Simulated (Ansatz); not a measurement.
Start from `[NH2][GeH]1[BH][O]1` and change one atom or group to get `[CH3][Ge]1([NH2])[BH][O]1`.

Ansatz, PBE0-D4/def2-TZVP geometries, multiplicity 1. Each molecule was computed in one conformer, which needn't be the lowest.

Scalar relativity is left out up to krypton.

```json
{"property": "HOMO energy (PBE/def2-TZVPP) / eV", "`[NH2][GeH]1[BH][O]1`": "-5.69"}
{"property": "LUMO energy (PBE/def2-TZVPP) / eV", "`[NH2][GeH]1[BH][O]1`": "-1.72"}
{"property": "LUMO energy (PBE0/def2-TZVPP) / eV", "`[NH2][GeH]1[BH][O]1`": "-0.89"}
{"property": "HOMO–LUMO gap (B3LYP/def2-TZVPP) / eV", "`[NH2][GeH]1[BH][O]1`": "5.50"}
{"property": "HOMO–LUMO gap (PBE/def2-TZVPP) / eV", "`[NH2][GeH]1[BH][O]1`": "3.97"}
{"property": "HOMO energy (ωB97M-V/def2-TZVPP) / eV", "`[NH2][GeH]1[BH][O]1`": "-8.87"}
```

Q: Give the same properties after the change, and the shifts. (An estimate is asked.)

A: Ansatz gave: 
```tsv
property	`[CH3][Ge]1([NH2])[BH][O]1`	shift
HOMO energy (PBE/def2-TZVPP) / eV	-5.43	0.26
LUMO energy (PBE/def2-TZVPP) / eV	-1.48	0.24
LUMO energy (PBE0/def2-TZVPP) / eV	-0.60	0.29
HOMO–LUMO gap (B3LYP/def2-TZVPP) / eV	5.52	0.02
HOMO–LUMO gap (PBE/def2-TZVPP) / eV	3.95	-0.02
HOMO energy (ωB97M-V/def2-TZVPP) / eV	-8.61	0.26
```

B3LYP here is the variant with VWN-RPA as its local correlation; programs differ in this.
